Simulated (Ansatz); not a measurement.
Geometry optimisation, RKS CAM-B3LYP-D4/def2-SVP in Ansatz 0.2.0.

input.yaml

```yaml
crystal:
  periodic: [false, false, false]
  atoms:
    - { symbol: Ga, position_ang: [0.0, 0.0, 0.0] }
    - { symbol: H, position_ang: [0.0, 0.0, 1.92] }
    - { symbol: H, position_ang: [1.3596, 0.0, -0.785] }
    - { symbol: C, position_ang: [-1.7147, 0.0, -0.99] }
    - { symbol: H, position_ang: [-2.2748, -0.9305, -0.7608] }
    - { symbol: H, position_ang: [-2.3188, 0.8797, -0.6846] }
    - { symbol: H, position_ang: [-1.513, 0.0508, -2.0803] }
    - { symbol: Br, position_ang: [0.1137, -2.5787, 0.8577] }
    - { symbol: H, position_ang: [0.0425, -0.965, 2.0083] }
basis:
  gaussian: { orbitals: def2-SVP }
hamiltonian:
  xc: cam_b3lyp
  dispersion: d4
relax:
  f_tol: 0.15
  max_steps: 25
  restrain:
    - { distance: [0, 7], at: 2.42, k: 30.0 }
    - { distance: [8, 1], at: 0.66, k: 30.0 }
    - { distance: [0, 1], at: 2.77, k: 30.0 }
    - { distance: [8, 7], at: 2.75, k: 30.0 }
```

Run as:

```bash
$ ansatz run input.yaml --threads 4 --pin off --max-ram 5120MiB --backend cpu --events-out ev --progress --plain --runs-dir out
```

Task: Where does it end, and by what steps?

Result: The forces met the threshold. The restraints hold the end off the free minimum. After 6 steps the energy has fallen by 1.674 eV (the restraints' own energy left out); Ga1 moved furthest, 0.72 Å. Joined: H2–H9 (0.97 → 0.72 Å).

```json
{"step": "0", "energy less start (eV)": "0.0000", "largest force component (eV/Å)": "2.203", "accepted": "yes"}
{"step": "1", "energy less start (eV)": "-0.5532", "largest force component (eV/Å)": "3.011", "accepted": "yes"}
{"step": "2", "energy less start (eV)": "-0.9991", "largest force component (eV/Å)": "3.568", "accepted": "yes"}
{"step": "3", "energy less start (eV)": "-1.4186", "largest force component (eV/Å)": "3.409", "accepted": "yes"}
{"step": "4", "energy less start (eV)": "-1.6198", "largest force component (eV/Å)": "1.868", "accepted": "yes"}
{"step": "5", "energy less start (eV)": "-1.6781", "largest force component (eV/Å)": "0.983", "accepted": "yes"}
{"step": "6", "energy less start (eV)": "-1.6739", "largest force component (eV/Å)": "1.828", "accepted": "yes"}
```

```xyz
9
Properties=species:S:1:pos:R:3
Ga 0.086 -0.565 -0.438
H -0.134 0.122 2.235
H 1.433 0.202 -0.517
C -1.709 -0.064 -0.992
H -2.443 -0.797 -0.628
H -1.971 0.935 -0.609
H -1.761 -0.019 -2.092
Br 0.258 -2.780 0.451
H -0.065 -0.577 2.075
```

Run time: 13 s on 4 threads of Arm Neoverse V2, with other jobs on the host, peak memory 0.33 GiB.
